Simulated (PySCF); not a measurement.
C5H6O2, SMILES [C@H]1([C@H](O)[C@@H]1O)C#C. Atoms are numbered in the order given.

```xyz
13

C      2.2888    -0.7265    -0.7332
C      1.3539    -0.6448     0.0362
C      0.2011    -0.5647     0.8799
C     -1.1578    -0.4879     0.1872
O     -1.1652    -0.3403    -1.1877
C     -0.6439     0.7140     0.9084
O     -0.2913     1.7974     0.1567
H      3.1412    -0.7817    -1.3846
H      0.2428    -1.1455     1.8071
H     -1.9787    -1.0862     0.6005
H     -0.4728    -0.9021    -1.5640
H     -1.0697     0.9747     1.8826
H     -0.4634     1.5433    -0.7647
```

Geometry optimised at PBE0-D3(BJ)/def2-SVP. The structure was generated by enumeration; whether it is a known compound was not checked. The values are those of a single conformer.

Method: B3LYP/def2-TZVP in PySCF.

ESP charges are fitted to the potential on shells at 1.4 to 2.0 van der Waals radii. Atomic charges (e):

| atom | ESP fit | Löwdin |
|---|---|---|
| C1 | ___ | -0.11 |
| C2 | 0.21 | -0.11 |
| C3 | ___ | -0.19 |
| C4 | ___ | -0.30 |
| O5 | ___ | 0.03 |
| C6 | ___ | -0.30 |
| O7 | ___ | 0.04 |
| H8 | 0.34 | 0.13 |
| H9 | 0.13 | 0.16 |
| H10 | 0.12 | 0.13 |
| H11 | 0.40 | 0.19 |
| H12 | 0.07 | 0.14 |
| H13 | 0.40 | 0.18 |

Question: Some entries are withheld; supply them. (An estimate is asked for; the answer gives what the named calculation found.)

Answer: 
- C1, ESP fit: -0.59
- C3, ESP fit: -0.24
- C4, ESP fit: -0.02
- O5, ESP fit: -0.52
- C6, ESP fit: 0.27
- O7, ESP fit: -0.56

Computed Mayer and Wiberg (Löwdin basis) orders of the bonds:
```tsv
bond	Mayer	Wiberg
C1–C2	2.79	2.91
C2–C3	1.22	1.30
C3–C4	0.87	1.11
C4–O5	1.06	1.60
C3–C6	0.84	1.10
C4–C6	0.92	1.19
C6–O7	1.13	1.68
C1–H8	0.93	0.92
C3–H9	0.95	0.80
C4–H10	0.97	0.85
O5–H11	0.87	0.99
C6–H12	0.98	0.84
O7–H13	0.86	0.96
```
